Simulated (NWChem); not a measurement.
A series in which one site is exchanged, each optimised at PBE0/def2-SVP with NWChem, gas phase unless a solvent is named. def2 effective core potentials on Sr, Ba; no spin-orbit coupling.

A: [Zn]=[O] (ZnO; site = Zn)
B: [O]=[Ba] (BaO; site = Ba)
C: [O]=[Sr] (SrO; site = Sr)

Q: Rank them by vertical ionisation energy, ΔSCF, B3LYP/def2-SVP (eV), lowest first.

A: C (6.89), B (6.99), A (8.69)
